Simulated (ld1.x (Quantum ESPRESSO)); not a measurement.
**copper (Cu): TM semilocal pseudisation with PBE, scalar-relativistic reference atom.**

| Quantity | Value |
| --- | --- |
| Element | copper (Cu) |
| Generator | ld1.x (Quantum ESPRESSO) 7.5 |
| Type | norm-conserving Troullier–Martins (semilocal form) |
| Functional | PBE |
| Relativity | scalar-relativistic |
| Frozen core | [Ne] |
| Valence charge | 19 |
| Reference configuration | 3s2 3p6 3d10 4s0 4p0 (charge +1) |
| Partial waves | 3p (bound): rc 0.75 bohr; 3d (bound): rc 1.20 bohr; 3s (bound): rc 0.65 bohr |
| Local potential | the s channel |
| Core correction | none |

All-electron outer shells of the reference configuration (PBE, scalar-relativistic, ld1.x):

| shell | level (eV) | outermost node (bohr) | outermost maximum (bohr) |
| --- | --- | --- | --- |
| 2p | -925.37 | – | 0.16 |
| 3s | -123.32 | 0.29 | 0.61 |
| 3p | -80.79 | 0.26 | 0.62 |
| 3d | -13.66 | – | 0.60 |
| 4s | -11.89 | 0.89 | 2.13 |
| 4p | -6.55 | 0.97 | 2.81 |

Q: Estimate the cutoffs (Ry, on a coarse ladder) from which the occupation-weighted sum of valence levels, in a spherical-Bessel basis at the reference potential, stays within 10 and 1 mRy of its value at 400 Ry.

A: 300 Ry and over 300 Ry.

Q: Which valence shell sets the plane-wave cutoff?

A: 3s: its level needs 300 Ry to come within 1 mRy, against 200 Ry for 3p.

Q: Tests: 3s2 3p6 3d10 4s1 4p0; 3s2 3p6 3d9 4s0 4p0; 3s2 3p6 3d8 4s0 4p0; 3s1 3p6 3d10 4s1 4p0; 3s2 3p6 3d9 4s1 4p1; 3s2 3p6 3d10 4s0.5 4p0; 3s2 3p6 3d10 4s0 4p1. Which has the largest error in its energy relative to the reference configuration, and how large is it?

A: 3s2 3p6 3d8 4s0 4p0, with -96 meV (all-electron minus pseudo) on +60.35 eV.
